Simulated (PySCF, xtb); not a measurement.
C2H6BFO, SMILES CB(F)CO.

GFN2-xTB run with xtb at its own geometry gives an orbital gap of 4.99 eV and a dipole moment of 1.56 D.

The structure is a stationary point at ωB97X-D3(BJ)/def2-SVP. This is a generated structure with no PubChem entry under its InChIKey; it may be hypothetical. One conformer was computed; it need not be the lowest.

**Question.** What does CAM-B3LYP/def2-TZVP (PySCF) give? (The exact figures need the calculation; the answer reports its results.)

**Answer.** gap 10.74 eV (levels -9.59 and 1.15 eV), dipole 1.60 D.
